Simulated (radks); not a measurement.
Task: Sm IV, 59 electrons, occupied as [Xe] 4f5. All-electron calculation, scalar-relativistic Kohn-Sham, XLYP, spin-unpolarised, spherical densities, point nucleus. Program: a radial shooting solver on a logarithmic mesh with Libxc functionals. Some entries of the table are withheld. Estimate them.

orbital  occ.  eigenvalue (hartree)  <1/r> (bohr^-1)  <r^2> (bohr^2)
1s          2             -1716.941            68.83       0.0007046
2s          2             -281.5282            15.93         0.01111
2p          6             -251.2493            14.95        0.008916
3s          2             -62.59616              (1)         0.07426
3p          6                   (2)            5.494         0.07436
3d         10             -40.32410            5.214         0.06275
4s          2             -13.35642            2.451          0.3774
4p          6             -10.24200            2.257          0.4258
4d         10              -5.87294            1.983          0.5169
5s          2                   (3)           0.9631           2.125
5p          6              -1.83080           0.8233           2.843
4f          5              -1.18582            1.438           1.061

Result: 
(1) 3s <1/r> (bohr^-1): 5.829
(2) 3p eigenvalue (hartree): -53.13358
(3) 5s eigenvalue (hartree): -2.60609
